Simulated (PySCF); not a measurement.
BrH3SiSn, neutral, multiplicity 1. Atoms are numbered in the order given.

```xyz
6

Sn     0.8550    -0.5178     0.0000
Br    -0.4738     1.6869     0.0000
Si    -1.4567    -1.9055     0.0000
H     -1.2670    -3.3917     0.0000
H     -2.2541    -1.5426    -1.2127
H     -2.2541    -1.5426     1.2127
```

Coordinates come from a B3LYP-D3(BJ)/def2-SVP optimisation. The structure was generated by enumeration; whether it is a known compound was not checked. The def2 effective core potentials stand for the cores of Sn; spin–orbit coupling is left out.

Calculation: TDA-PBE/def2-SVPD run with PySCF 2.14.0.

Vertical excitations. The molecule is in vacuum. State labels are in the subgroup Cs.

**Question.** List the lowest excited states. (Estimate from the structure and the level; the computed values follow.)

**Answer.** 
```tsv
state	symmetry	energy (eV)	λ (nm)	f	main pairs
S1	A"	1.83	679	0.002	HOMO→LUMO 98 %
S2	A"	3.25	382	0.001	HOMO−1→LUMO 98 %
S3	A'	3.71	334	0.010	HOMO−2→LUMO 60 %, HOMO→LUMO+1 36 %
S4	A'	3.86	321	0.039	HOMO→LUMO+1 62 %, HOMO−2→LUMO 32 %
S5	A"	3.90	318	0.005	HOMO−3→LUMO 95 %
S6	A"	4.46	278	0.005	HOMO−4→LUMO 97 %
S7	A'	4.57	271	0.002	HOMO−5→LUMO 92 %
S8	A'	5.21	238	0.124	HOMO−1→LUMO+1 46 %, HOMO→LUMO+2 35 %, HOMO→LUMO+3 10 %
S9	A"	5.35	232	0.005	HOMO−2→LUMO+1 99 %
S10	A'	5.36	231	0.048	HOMO→LUMO+3 56 %, HOMO−1→LUMO+1 33 %
T1	A"	1.24	999	0	HOMO→LUMO 99 %
T2	A'	2.98	417	0	HOMO−2→LUMO 100 %
T3	A"	3.00	413	0	HOMO−1→LUMO 98 %
T4	A'	3.27	380	0	HOMO→LUMO+1 99 %
```
Triplets are in the Tamm–Dancoff approximation.
